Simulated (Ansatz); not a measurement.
Reaction (substitution at a C–Al bond): `[CH3][AlH][S][SiH3]` + `O[Si]1(Cl)CO1` → `CO[Si]1(Cl)CO1` + `[AlH2][S][SiH3]`

Isolated molecules relaxed with PBE0-D4/def2-TZVP in Ansatz; ΔE leaves out vibrations. CBS: MP2 limit from def2 TZ/QZ plus the TZ coupled-cluster correction, frozen cores. DFT in def2-TZVPP. B3LYP here is the variant with VWN-RPA as its local correlation; programs differ in this. Each species was taken in one conformer, which may not be the lowest.

```json
{"level": "PBE-D4", "ΔE (kJ/mol)": "101.6", "difference from CCSD(T)/CBS": "-2.0"}
{"level": "B3LYP-D4", "ΔE (kJ/mol)": "95.4", "difference from CCSD(T)/CBS": "-8.2"}
{"level": "ωB97M-V", "ΔE (kJ/mol)": "102.1", "difference from CCSD(T)/CBS": "-1.5"}
{"level": "B2PLYP", "ΔE (kJ/mol)": "99.0", "difference from CCSD(T)/CBS": "-4.6"}
{"level": "PBE", "ΔE (kJ/mol)": "101.3", "difference from CCSD(T)/CBS": "-2.3"}
{"level": "PBE0", "ΔE (kJ/mol)": "101.8", "difference from CCSD(T)/CBS": "-1.8"}
{"level": "B3LYP", "ΔE (kJ/mol)": "94.9", "difference from CCSD(T)/CBS": "-8.7"}
{"level": "HF/def2-TZVPP", "ΔE (kJ/mol)": "83.2", "difference from CCSD(T)/CBS": "-20.4"}
{"level": "MP2/def2-TZVPP", "ΔE (kJ/mol)": "108.4", "difference from CCSD(T)/CBS": "4.8"}
{"level": "CCSD/def2-TZVPP", "ΔE (kJ/mol)": "99.6", "difference from CCSD(T)/CBS": "-4.0"}
{"level": "CCSD(T)/def2-TZVPP", "ΔE (kJ/mol)": "101.2", "difference from CCSD(T)/CBS": "-2.4"}
{"level": "HF/def2-QZVPP", "ΔE (kJ/mol)": "82.7", "difference from CCSD(T)/CBS": "-20.9"}
{"level": "MP2/def2-QZVPP", "ΔE (kJ/mol)": "109.6", "difference from CCSD(T)/CBS": "6.0"}
{"level": "SCS-MP2/def2-QZVPP", "ΔE (kJ/mol)": "100.7", "difference from CCSD(T)/CBS": "-2.9"}
{"level": "HF/CBS(def2)", "ΔE (kJ/mol)": "82.6", "difference from CCSD(T)/CBS": "-21.0"}
{"level": "MP2/CBS(def2)", "ΔE (kJ/mol)": "110.8", "difference from CCSD(T)/CBS": "7.2"}
{"level": "CCSD(T)/CBS", "ΔE (kJ/mol)": "103.6", "difference from CCSD(T)/CBS": "0"}
```

Largest T1 diagnostic among the species: 0.012.

In def2-TZVPP, CCSD(T) changes the Hartree–Fock value by +18.0 kJ/mol (the triples alone add +1.6 kJ/mol) and MP2 by +25.2 kJ/mol.
